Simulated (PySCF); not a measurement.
Electron correlation in As⁺ (arsenic, charge +1)

[Ar] 3d10 4s2 4p2, high-spin 3P determinant. Calculation: PySCF 2.14, in x2c-TZVPPall (6s5p4d1f, 48 functions); scalar relativity by spin-free X2C-1e. Frozen: [Ar] 3d10; 4 electrons correlated.

| level | correlation energy (mhartree) |
| --- | --- |
| CCSD | -67.72 |
| (T) | -1.58 |
| CCSD(T) | -69.30 |
| CCSDT | -69.71 |

Diagnostics: T1 = 0.0070, D1 = 0.0190, largest double amplitude 0.090.

Cost of the coupled-cluster step: of the order of 0.8 core-seconds, for 4 correlated electrons.
